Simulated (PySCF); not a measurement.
C5H7F, SMILES C(=C/F)/C=C/C.

The structure is a stationary point at B3LYP-D3(BJ)/def2-SVP. The structure was generated by enumeration; whether it is a known compound was not checked. Other conformers were not sampled.

Two levels are set side by side: PBE/def2-TZVP (PySCF) and M06-2X/def2-TZVP (PySCF). Same geometry, gas phase. Differences are taken from unrounded values.

```
quantity                     M06-2X    PBE  PBE minus M06-2X
---------------------------  ------  -----  ----------------
orbital gap (eV)               7.72   3.80             -3.92
highest occupied level (eV)   -7.54  -5.37              2.16
lowest empty level (eV)        0.19  -1.57             -1.76
dipole moment (D)              1.51   1.31             -0.20
mean polarisability (bohr³)    67.2   70.5               3.3
```

Without exact exchange PBE keeps part of each electron's self-repulsion, which lifts occupied levels and narrows the gap. PBE's more diffuse valence density responds more strongly to a field. Differences between two approximate levels are no errors against the true value.

Rough cost on one machine, each run with all the roots and properties that it gave: M06-2X against PBE about 3 times.
